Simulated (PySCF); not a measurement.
## Spin states of PbF⁺

Unrestricted PBE0; basis Pb def2-SVP with ECP60, F def2-SVP; scalar-relativistic core potentials; PySCF 2.14. Outer shells of the fragments: Pb+ 5d10 6s2 6p1; F 2s2 2p5.

Followed along the bond (rough minima from three points):

| 2Ms+1 | unpaired | ⟨S²⟩ at the start | R at minimum (Å) | Te (eV) |
| --- | --- | --- | --- | --- |
| 1 | none | 0.00 | 2.01 | 0.00 |
| 3 | σ ↑, π ↑ | 2.01 | none in the scan | ≤ 4.58 |

Solutions found at the starting distance of 2.110 Å, counted from the lowest of them; the search is not exhaustive and high or unbound solutions are not listed, so other states can lie among these:

```csv
2Ms+1,unpaired,term,E (eV),⟨S²⟩,⟨Lz²⟩,μ (D)
1,none,¹Σ⁺,0.00,0.00,0.00,-4.17
3,"σ ↑, π ↑",³Π,4.61,2.01,1.00,-1.11
3,π ↑↑,mixed,4.98,2.00,2.01,1.01
3,π ↑↑,mixed,5.08,2.00,2.00,1.03
1,π ↑↓,mixed,5.09,1.00,2.01,1.03
3,σ ↑↑,³Σ⁺,6.23,2.00,0.00,-0.17
```

A term symbol is given only where ⟨S²⟩ and ⟨Lz²⟩ are close to those of a pure state; real π, δ and φ orbitals otherwise mix terms. A positive dipole points towards F; it is taken about the centre of mass and depends on that origin.

These are scalar-relativistic numbers at best; spin–orbit coupling would shift them, the dissociation energy most. Counting both spins, an empty level lies below a filled one in some of these solutions, because spin and occupation are held.
